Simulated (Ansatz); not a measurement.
Reaction (SMILES): N#C[O] → C atom + N atom + O atom
B3LYP-D3(BJ)/def2-TZVP geometries, fixed; electronic energies without zero-point terms.

Basis-set convergence of the atomisation energy at B3LYP with Ansatz (an electronic-structure program). All functions are spherical. The program fits the integrals of some runs and decomposes those of others, by size. Open shells are unrestricted. No added dispersion term, no relativity. Functions are those of the species that has most. Reference: the value in aug-pcseg-3, 323.76 kcal/mol, itself unsure by roughly 0.18 kcal/mol (its mean distance from aug-cc-pVQZ, cc-pV5Z, def2-QZVPPD). Deviations are taken from unrounded values.

```tsv
basis	functions
def2-SVP	42
def2-SVPD	63
def2-TZVPP	93
def2-TZVPPD	114
def2-QZVPP	171
def2-QZVPPD	192
```

### Question
Which is the smallest def2 set listed that can be trusted to 2 kcal/mol here, that is, within that of the reference together with its larger relatives (same family, alike in diffuse functions; a set with none to test it counts only in the reference's own line)?

### Answer
The smallest set listed that lies within 2 kcal/mol of the reference with all its larger relatives (same family, alike in diffuse functions; a set with none counts only in the reference's own line) is def2-TZVPP (93 functions, -0.68 kcal/mol off). Value minus reference: def2-SVP 3.23, def2-SVPD 3.83, def2-TZVPP -0.68, def2-TZVPPD -0.79, def2-QZVPP -0.41, def2-QZVPPD -0.46 kcal/mol.
